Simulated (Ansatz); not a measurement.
`FB[AsH2]` + `C[NH][GeH3]` → `C[N]([GeH3])BF` + `[AsH3]` at 700 K and 1 bar (cleavage of the B–As bond).

Calculated with Ansatz (gas phase, PBE0-D4/def2-TZVP geometries, no zero-point term in ΔE). CCSD(T)/CBS is the MP2 limit (def2-TZVPP, def2-QZVPP) plus CCSD(T) − MP2 in def2-TZVPP, frozen cores. For As, Ge outer-core shells are correlated without core-valence functions, which leaves a few kJ/mol of doubt a bond. Scalar relativity is left out up to krypton. Each species was taken in one conformer, which may not be the lowest.

```tsv
species	CCSD(T)/CBS energy (Eh)	H − E (kJ/mol)	S (J/(mol·K))
`FB[AsH2]`	-2361.43380	129.7	364.6
`C[NH][GeH3]`	-2173.06430	268.1	408.1
`C[N]([GeH3])BF`	-2297.75856	305.4	488.9
`[AsH3]`	-2236.79077	87.1	262.7
```

H − E and S are ideal-gas, rigid-rotor, harmonic terms from PBE0-D4/def2-TZVP, for one conformer and one mirror image of each species. 1 Eh = 2625.50 kJ/mol, R = 8.31446 J/(mol·K).

Problem. By hand: ΔE, ΔH, ΔS and ΔG.

Solution. ΔE = (-2297.75856) + (-2236.79077) − (-2361.43380) − (-2173.06430) = -0.05123 Eh = -134.5 kJ/mol. Δ(H − E) = 305.4 + 87.1 − 129.7 − 268.1 = -5.3, so ΔH = -139.8 kJ/mol. ΔS = 488.9 + 262.7 − 364.6 − 408.1 = -21.1 J/(mol·K). ΔG = -139.8 − 700 × (-21.1)/1000 = -125.0 kJ/mol.

Problem. By hand: the equilibrium constant, and the temperature at which ΔG would vanish if ΔH and ΔS stayed fixed.

Solution. log₁₀ K = −ΔG/(RT ln 10) = 9.3. ΔG = 0 at ΔH/ΔS = 6626 K, far beyond where these terms or the molecules hold.

ΔH outweighs TΔS. A doubt of 5 kJ/mol in ΔE shifts log₁₀ K by 0.4 here. Other conformers and mirror images would add mixing entropy, several J/(mol·K) or more a flexible species. Modes under 60 cm⁻¹, often nearly free rotors, make the harmonic entropy too high. These are equilibria of isolated gas molecules and say nothing of rates. Largest T1 diagnostic: 0.013 (customary marks: 0.02 for closed shells, 0.045 for open ones).
